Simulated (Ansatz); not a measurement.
Calculated with Ansatz (gas phase, PBE0-D4/def2-TZVP geometries, no zero-point term in ΔE). CCSD(T)/CBS is the MP2 limit (def2-TZVPP, def2-QZVPP) plus CCSD(T) − MP2 in def2-TZVPP, frozen cores. Functionals use def2-TZVPP. B3LYP here is the variant with VWN-RPA as its local correlation; programs differ in this. Elements past krypton have def2 core potentials. For Sn outer-core shells are correlated without core-valence functions, which leaves a few kJ/mol of doubt a bond. One conformer a species, not always the lowest.

`[SiH3][AlH][SnH3]` + `F[SiH2]C(F)S` → `F[SiH2][CH](F)[SnH3]` + `[SiH3][AlH][SH]`  (redistribution)

Question: Is it downhill or uphill in electronic energy at CCSD(T)/CBS, and by how much? (Estimate.)

Answer: Ansatz gave: Downhill: ΔE = -90.0 kJ/mol.

Question: What do these levels give: B3LYP-D4, ωB97M-V, PBE0, SCS-MP2/def2-TZVPP, CCSD/def2-TZVPP, CCSD/CBS(def2)? (An estimate is asked.)

Answer: Computed: B3LYP-D4 -86.1, ωB97M-V -89.2, PBE0 -78.2, SCS-MP2/def2-TZVPP -93.8, CCSD/def2-TZVPP -90.9, CCSD/CBS(def2) -90.2 kJ/mol.

Largest T1 diagnostic among the species: 0.014.

From PBE to PBE0 (25 % exact exchange), in def2-TZVPP and without D4, ΔE moves by −3.3 kJ/mol.
